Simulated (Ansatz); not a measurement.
Y₃O₃⁺, relaxed as a singlet with RKS r2SCAN-D4/def2-SVP in Ansatz, starting from the GFN1-xTB geometry. Force threshold 0.02 eV/Å.

In the def2 sets Y takes a core potential; there is no spin–orbit coupling. The restricted singlet is unstable towards broken spin symmetry in Hartree–Fock (as tested in another run); at r2SCAN-D4/def2-SVP this wasn't settled. The relaxation made no stability test and no search for a lower SCF solution. No other spin state of charge 1 was run. Another isomer (singlet) lies 0.22 eV lower at PBE0-D4/def2-TZVP; other spin states weren't run for this one.

Start:

Cartesian coordinates in Å:
```
Y -1.491 0.827 -1.491
Y -1.236 0.377 1.861
Y -0.377 -2.114 -0.253
O 1.059 0.845 0.031
O 0.933 0.186 -1.237
O 1.112 -0.122 1.089
```

```csv
step,energy (eV),largest force component (eV/Å),SCF passes
1,-9250.6150,2.127,76
2,-9252.1429,1.641,111
3,-9252.5985,1.875,53
4,-9253.8533,4.927,45
5,-9255.8409,3.395,48
6,-9257.4175,2.228,38
7,-9258.4627,1.404,34
8,-9258.7738,3.614,38
9,-9260.0451,7.178,42
10,-9262.2561,5.062,36
11,-9263.9122,2.948,30
12,-9265.1775,2.518,28
13,-9265.9008,1.343,28
14,-9266.2105,0.414,27
15,-9266.3346,0.320,26
16 (rejected),-9266.3313,0.178,29
17,-9266.3563,0.077,21
18,-9266.3571,0.058,22
19,-9266.3595,0.006,22
```

Force components are those of the run's own axes.

End:

```xyz
6

Y    -0.4956    1.0594   -1.5912
Y    -0.5459    0.6921    1.7677
Y     0.1373   -1.9578   -0.2126
O    -0.1237    1.8874    0.2049
O     0.5388   -0.6636   -1.7005
O     0.4891   -1.0176    1.5316
```

Bonds lost: O4–O5, O4–O6 (atoms count from 1).

No frequencies were taken in this run, so the end may be a saddle point.

It took 88 s on 4 threads of Arm Neoverse V1 on a shared host.
